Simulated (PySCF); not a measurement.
Isomers of C6H8O2. Level of theory: PBE0-D3(BJ)/def2-SVP geometry optimisation, gas phase in PySCF. Energies are electronic, without zero-point or thermal terms, for one conformer each. No frequencies were run at this level. Point groups hold within 0.08 Å.

Task: Order them by energy at this level, lowest first, and give relative energies in kcal/mol.
A. `[CH2:1]=[C:2]([CH3:3])[C@H:4]1[CH2:5][C:6](=[O:7])[O:8]1` with C1–C2–C4–C5 -101°
B. `[CH2:1]=[CH:2]/[CH:3]=[CH:4]/[O:5][C:6]([CH3:7])=[O:8]` with C1–C2–C3–C4 180°, C3–C4–O5–C6 180°, C4–O5–C6–C7 180°
C. `[CH3:1][O:2][CH2:3][c:4]1[cH:5][cH:6][o:7][cH:8]1` with C1–O2–C3–C4 -67°, O2–C3–C4–C5 -52°
D. `[CH2:1]=[CH:2][CH2:3][C:4](=[O:5])[O:6][CH:7]=[CH2:8]` with C1–C2–C3–C4 -132°, C2–C3–C4–O5 -8°, C3–C4–O6–C7 179°, C4–O6–C7–C8 -179°
E. `[CH2:1]=[CH:2][O:3]/[CH:4]=[C:5](\[CH3:6])[CH:7]=[O:8]` with C1–C2–O3–C4 178°, C2–O3–C4–C5 -178°, C4–C5–C7–O8 -179°
F. `[O:1]=[C:2]1[CH2:3][CH2:4][C:5](=[O:6])[CH2:7][CH2:8]1` with O1–C2–C3–C4 -153°, C2–C3–C4–C5 -55°, C3–C4–C5–O6 -153°, C4–C5–C7–C8 26°
G. `[CH3:1][O:2][C:3]1=[CH:4][C:5](=[O:6])[CH2:7][CH2:8]1` with C1–O2–C3–C4 0°
H. `[CH3:1][CH2:2][O:3][c:4]1[cH:5][cH:6][cH:7][o:8]1` with C1–C2–O3–C4 73°, C2–O3–C4–C5 -163°

Result: F (0.0), G (11.6), A (20.6), B (22.9), H (24.9), D (31.2), C (31.7), E (41.8).

As drawn, the highest has a C=C bond outside aromatic rings, which the lowest lacks. Neighbours under 2.5 kcal/mol apart (C=C(C)[C@H]1CC(=O)O1 and C=C/C=C/OC(C)=O; C=C/C=C/OC(C)=O and CCOc1ccco1; C=CCC(=O)OC=C and COCc1ccoc1) can change places with a better method, another conformer or zero-point energy.

```csv
SMILES,E (Eh),E rel (kcal/mol),dipole (D),point group,"A, B, C (MHz)"
O=C1CCC(=O)CC1,-383.20020,0.0,0.03,D2,"4532, 1520, 1211"
COC1=CC(=O)CC1,-383.18172,11.6,4.22,near Cs,"4484, 1419, 1100"
C=C(C)[C@H]1CC(=O)O1,-383.16741,20.6,4.31,C1,"4818, 1365, 1192"
C=C/C=C/OC(C)=O,-383.16368,22.9,1.76,near Cs,"8461, 778.9, 716.4"
CCOc1ccco1,-383.16049,24.9,1.32,C1,"5083, 1445, 1278"
C=CCC(=O)OC=C,-383.15053,31.2,1.57,C1,"7449, 903.2, 830.5"
COCc1ccoc1,-383.14961,31.7,0.71,C1,"4867, 1298, 1243"
C=CO/C=C(\C)C=O,-383.13360,41.8,4.24,–,"7171, 863.8, 774.8"
```

Task: As an exercise, what shares would exp(−E/RT) give at 2000 K from these electronic energies alone (no entropy, no degeneracies)?

Result: RT = 3.974 kcal/mol: O=C1CCC(=O)CC1 93.8 %, COC1=CC(=O)CC1 5.1 %, C=C(C)[C@H]1CC(=O)O1 0.5 %, C=C/C=C/OC(C)=O 0.3 %, CCOc1ccco1 0.2 %, C=CCC(=O)OC=C under 0.1 %, COCc1ccoc1 under 0.1 %, C=CO/C=C(\C)C=O under 0.1 %.
